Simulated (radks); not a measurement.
Problem. All-electron atom: Ar VI in [Ne] 3s2 3p1. Method: non-relativistic Kohn-Sham, PBE, spin-polarised, spherical densities, point nucleus; open shells are filled with parallel spins first; computed with a radial shooting solver on a logarithmic mesh with Libxc functionals. Some entries of the table are withheld. Estimate them.

orbital  occ.  eigenvalue (eV)  r(max) (bohr)
1s up       1        -3200.675        0.05653
1s down     1        -3200.371        0.05653
2s up       1        -384.3503         0.3398
2s down     1        -384.0467         0.3398
2p up       3        -319.9714            (1)
2p down     3        -319.5555            (2)
3s up       1         -99.1161          1.100
3s down     1         -96.9149          1.098
3p up       1         -82.8801            (3)
3p down     0         -80.7437            (4)

Solution. 
(1) 2p up r(max) (bohr): 0.2805
(2) 2p down r(max) (bohr): 0.2806
(3) 3p up r(max) (bohr): 1.139
(4) 3p down r(max) (bohr): 1.137
